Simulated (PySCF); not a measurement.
CH3F2InS, SMILES C[S][In]([F])[F]. Atoms are numbered in the order given.

```xyz
8

In     0.0230    -0.5161     0.0000
F      0.8255    -2.2851     0.0000
F     -1.9382    -0.5075     0.0000
S      0.9576     1.6494     0.0000
C     -0.6128     2.6032     0.0000
H     -1.4913     1.9445     0.0000
H     -0.6328     3.2353    -0.8974
H     -0.6328     3.2353     0.8974
```
Charge 0, spin multiplicity 1.

Geometry optimised at PBE0-D3(BJ)/def2-SVP. The structure was generated by enumeration; whether it is a known compound was not checked. The def2 effective core potentials stand for the cores of In; spin–orbit coupling is left out. One conformer was computed; it need not be the lowest.

Level of theory: HF/def2-TZVP run with PySCF.

The molecule is in vacuum.

Computed frontier levels, gap, dipole moment and polarisability:
The highest occupied level comes out as -10.51 eV and the lowest empty level comes out as 0.70 eV. The orbital gap is 11.21 eV and the dipole moment is 3.03 D. The quadrupole, principal values (traceless, Buckingham form, about the centre of nuclear charge) comes out as -10.22, -0.82, 11.04 D·Å, the mean static polarisability comes out as 56.5 bohr³ (8.37 Å³) and the polarisability, principal values is 42.4, 53.9, 73.1 bohr³.
